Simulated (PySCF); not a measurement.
Can point charges reproduce the dipole moment of `[SiH3]CSC1=NSC=C1`?

Coordinates (GFN2-xTB, Å) and charges (e) from the PBE0/pcSseg-1 density (PySCF):

| atom | x | y | z | Mulliken | IAO | Hirshfeld | ESP-fitted |
| --- | --- | --- | --- | --- | --- | --- | --- |
| Si1 | -3.249 | 0.057 | -0.130 | +0.5357 | +0.6129 | +0.3171 | +0.4810 |
| C2 | -1.401 | 0.521 | -0.087 | -0.6062 | -0.6177 | -0.1612 | -0.2238 |
| S3 | -0.382 | -0.979 | 0.043 | +0.1047 | +0.1657 | +0.0265 | -0.2711 |
| C4 | 1.208 | -0.267 | 0.061 | +0.0022 | -0.0072 | +0.0220 | +0.5357 |
| C5 | 2.396 | -1.040 | 0.154 | -0.0289 | -0.2170 | -0.0831 | -0.5025 |
| C6 | 3.475 | -0.216 | 0.145 | -0.2639 | -0.3086 | -0.0714 | -0.1127 |
| S7 | 2.959 | 1.418 | 0.025 | +0.4037 | +0.5011 | +0.1598 | +0.1347 |
| N8 | 1.370 | 1.030 | -0.012 | -0.5327 | -0.4969 | -0.1980 | -0.4055 |
| H9 | -3.585 | -0.649 | 1.105 | -0.0702 | -0.1126 | -0.0735 | -0.0967 |
| H10 | -3.495 | -0.796 | -1.291 | -0.0702 | -0.1125 | -0.0735 | -0.0967 |
| H11 | -3.991 | 1.313 | -0.235 | -0.0799 | -0.1115 | -0.0714 | -0.1263 |
| H12 | -1.151 | 1.147 | 0.767 | +0.1873 | +0.1740 | +0.0415 | +0.1110 |
| H13 | -1.084 | 1.039 | -0.989 | +0.1872 | +0.1740 | +0.0415 | +0.1106 |
| H14 | 2.409 | -2.111 | 0.221 | +0.0964 | +0.1753 | +0.0610 | +0.2676 |
| H15 | 4.516 | -0.460 | 0.200 | +0.1348 | +0.1812 | +0.0627 | +0.1947 |

Form Σ q r in debye for every column and set it beside the full dipole.

The full density gives (1.05, -0.38, 0.06) D, 1.12 D in size; dipole vectors point from the negative to the positive end.

| scheme | μx | μy | μz | size (D) | share of the full size (%) | angle to the full dipole (°) |
| --- | --- | --- | --- | --- | --- | --- |
| Mulliken | -1.01 | -0.66 | 0.00 | 1.21 | 108 | 127 |
| IAO | 0.51 | -0.06 | 0.02 | 0.51 | 46 | 13 |
| Hirshfeld | 0.52 | -0.13 | 0.03 | 0.54 | 49 | 6 |
| ESP-fitted | 1.03 | -0.41 | 0.07 | 1.11 | 99 | 2 |

Which set comes closest?

Length of the difference vector: ESP-fitted 0.03 D, Hirshfeld 0.58 D, IAO 0.63 D, Mulliken 2.08 D. Closest: ESP-fitted. 

What is left for the Hirshfeld atoms' own dipoles?

The Hirshfeld atoms' densities add up to the full density, so μ = Σ q r + Σ (atomic dipoles). The atomic dipoles sum to (1.05, -0.38, 0.06) − (0.52, -0.13, 0.03) = (0.53, -0.25, 0.03) D, 0.58 D in size.

With the origin at the mean of the coordinates, (0.000, 0.001, -0.001) Å, which are the largest single terms, by size, of the Hirshfeld dipole along the direction of the full one?

Si1 -4.68, S7 +1.76, H11 +1.44, H15 +1.33, C2 +1.16 D; all 15 atoms together +0.54 D. The single terms depend on the origin, their sum doesn't.

Give the size of the full dipole in other units.

1.12 D = 0.439 au = 0.232 e·Å = 3.72 × 10⁻³⁰ C·m.

Geometry: GFN2-xTB, one conformer, isolated molecule.

The values belong to the conformer `[SiH3:1][CH2:2][S:3][c:4]1[cH:5][cH:6][s:7][n:8]1`: Si1–C2–S3–C4 180°, C2–S3–C4–C5 180°.
